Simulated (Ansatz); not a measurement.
Cost and result for the atomization energy of CH2AlClOS, SMILES `S[CH]1[O][Al]1[Cl]` (7 atoms, 7 bonds).

```csv
atom,x (Å),y (Å),z (Å)
S1,-1.1048,0.7378,1.3135
C2,0.2913,0.2445,0.3538
O3,0.3489,-1.1953,-0.0633
Al4,0.0945,-0.2571,-1.4460
Cl5,-0.1579,-0.3710,-3.4874
H6,-0.7044,0.2918,2.5224
H7,1.2323,0.5493,0.8070
```

Charge 0, multiplicity 1. All single points use the PBE0-D4/def2-TZVP geometry. It is one conformer, not always the lowest. Program: Ansatz. All runs use 2 threads of an Arm Neoverse V1 on a shared host. Times are those of one run each, without the atoms' runs, and a repeat can differ threefold. Electronic energies, without spin–orbit coupling; frozen cores. CCSD(T)/CBS adds CCSD(T) − MP2 in def2-TZVPP to the MP2 limit, and its time is that of the two runs behind it. T1 = 0.015. HSE06 is the plane-wave form, built on full-range PBE exchange.

CCSD(T)/CBS is a level of theory with its own doubt, some kJ/mol a heavy atom from the limit and from the frozen cores, so smaller differences don't rank the functionals.

```json
{"level": "revPBE-D4/def2-TZVPP", "functions": "216", "wall time": "3.5 s", "atomization (kJ/mol)": "2392.8", "difference from CCSD(T)/CBS": "-2.8", "per bond": "-0.4"}
{"level": "PBE-D4/def2-TZVPP (with forces)", "functions": "216", "wall time": "4.2 s", "atomization (kJ/mol)": "2474.2", "difference from CCSD(T)/CBS": "78.6", "per bond": "11.2"}
{"level": "CCSD(T)/def2-SVP", "functions": "92", "wall time": "4.4 s", "atomization (kJ/mol)": "2195.6", "difference from CCSD(T)/CBS": "-200.0", "per bond": "-28.6"}
{"level": "PBE0-D4/def2-TZVPP", "functions": "216", "wall time": "6 s", "atomization (kJ/mol)": "2395.6", "difference from CCSD(T)/CBS": "0.0", "per bond": "0.0"}
{"level": "HSE06-D4/def2-TZVPP", "functions": "216", "wall time": "6.5 s", "atomization (kJ/mol)": "2398.6", "difference from CCSD(T)/CBS": "3.0", "per bond": "0.4"}
{"level": "CAM-B3LYP-D4/def2-TZVPP", "functions": "216", "wall time": "7 s", "atomization (kJ/mol)": "2371.9", "difference from CCSD(T)/CBS": "-23.7", "per bond": "-3.4"}
{"level": "r2SCAN-D4/def2-TZVPP (with forces)", "functions": "216", "wall time": "8.5 s", "atomization (kJ/mol)": "2423.2", "difference from CCSD(T)/CBS": "27.6", "per bond": "3.9"}
{"level": "r2SCANh-D4/def2-TZVPP", "functions": "216", "wall time": "10 s", "atomization (kJ/mol)": "2393.0", "difference from CCSD(T)/CBS": "-2.6", "per bond": "-0.4"}
{"level": "B97M-V/def2-TZVPP", "functions": "216", "wall time": "18 s", "atomization (kJ/mol)": "2422.9", "difference from CCSD(T)/CBS": "27.3", "per bond": "3.9"}
{"level": "ωB97M-V/def2-TZVPP (with forces)", "functions": "216", "wall time": "19 s", "atomization (kJ/mol)": "2407.4", "difference from CCSD(T)/CBS": "11.8", "per bond": "1.7"}
{"level": "MP2/def2-QZVPP", "functions": "384", "wall time": "30 s", "atomization (kJ/mol)": "2460.1", "difference from CCSD(T)/CBS": "64.5", "per bond": "9.2"}
{"level": "CCSD(T)/def2-TZVPP", "functions": "216", "wall time": "2.2 min", "atomization (kJ/mol)": "2305.9", "difference from CCSD(T)/CBS": "-89.7", "per bond": "-12.8"}
{"level": "CCSD(T)/CBS(def2)", "functions": "–", "wall time": "2.7 min", "atomization (kJ/mol)": "2395.6", "difference from CCSD(T)/CBS": "0.0", "per bond": "0.0"}
```

In def2-TZVPP, CCSD(T) changes the Hartree–Fock value by +725.2 kJ/mol (the triples alone add +63.0 kJ/mol) and MP2 by +826.2 kJ/mol; breaking electron pairs costs correlation energy, which Hartree–Fock lacks. From PBE to PBE0 (25 % exact exchange), in def2-TZVPP and without D4, the atomization energy moves by −75.9 kJ/mol: exact exchange takes away binding that semilocal exchange gives to molecules. At CCSD(T), def2-SVP lies −200.0 kJ/mol from the extrapolated value and def2-TZVPP −89.7 kJ/mol: correlation converges slowly with the basis, and small sets miss more of it in the bonded molecule than in its fragments.
